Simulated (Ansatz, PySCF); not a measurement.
CHCl₃, charge -1, doublet, at the geometry of the source list (a state made from the parent by changing its charge; the spin is typed, not shown lowest) (in this run its highest filled SCF level lies above zero, so its values depend strongly on the basis, on diffuse functions most of all). Base run: PySCF with WB97X/6-31G*.

Geometry (Å):
```xyz
5

Cl    -0.8000     1.4811    -0.4351
C      0.0029     0.0011     0.1158
Cl    -0.9025    -1.4297    -0.4056
Cl     1.6689    -0.0637    -0.4834
H      0.0306     0.0112     1.2084
```
Charge -1, spin multiplicity 2.
Orbitals are unrestricted.
All else is at PySCF's defaults.

The same geometry, method and basis name were run in Ansatz (a first-principles code) and PySCF, at each program's defaults and at the settings that a row names. The base is PySCF at its defaults. Differences at the defaults can come from grids, fitting, cores and function types together.

```csv
code and settings,ΔE vs base (µEh),basis functions,E (Eh),SCF cycles
"PySCF, defaults (exact integrals, its default grid, spherical functions)",0.0,70,-1419.16130,12
"Ansatz, defaults (factorised integrals, its default grid, Cartesian functions)",-9302,74,-1419.17060,-
"PySCF, density fitting with def2-universal-jkfit",-35.9,70,-1419.16133,12
"PySCF, fine grid",-6.8,70,-1419.16131,12
"Ansatz, high accuracy, Cartesian functions as the basis file defines them",-9303,74,-1419.17060,-
```

Open shells are given as the SCF converged; they aren't shown to be the lowest states, and a large step between rows can be another state.
